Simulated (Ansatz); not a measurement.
Ansatz (a quantum-chemistry and plane-wave program) input (PBE0/def2-SVP):

Ansatz 0.2 input:
```yaml
crystal:
  periodic: [false, false, false]
  atoms:
    - {symbol: Ga, position_ang: [-0.00000000, -0.00000000, -0.87130525]}
    - {symbol: Cl, position_ang: [0.00000000, 0.00000000, 1.58885075]}
basis:
  gaussian:
    orbitals: def2-SVP
hamiltonian:
  xc: {name: PBE0}
total_charge: -1
magnetization: {spin_polarized: true, initial_magnetization: 1}
```

Output:

```
Functional definition: PBE0
integrals: 0.01 GiB planned
477 factors; integrals over basis functions are off by at most 5.0e-4 eV
mean field: 0.21 GiB planned
mean field evaluation 1: about -64878.0813 eV, gradient 2.0e1 eV
mean field evaluation 2: about -64878.2057 eV, gradient 2.1e1 eV
mean field evaluation 4: about -64880.4992 eV, gradient 7.0e-1 eV
mean field evaluation 8: about -64880.5087 eV, gradient 2.4e-2 eV
mean field evaluation 16: about -64880.4285 eV, gradient 2.4e0 eV
mean field -64880.50866851 eV, -2384.3147159793 hartree, gradient 8.5e-5 eV, S^2 0.753441; 2 other end points of the search recorded, 0 dependent functions left out
reference -64880.50868830 eV, -2384.3147167067 hartree; 25, 24 occupied and 25, 26 virtual orbitals, 477 factors
Total energy: -64880.50868830 eV, -2384.3147167067 hartree
```
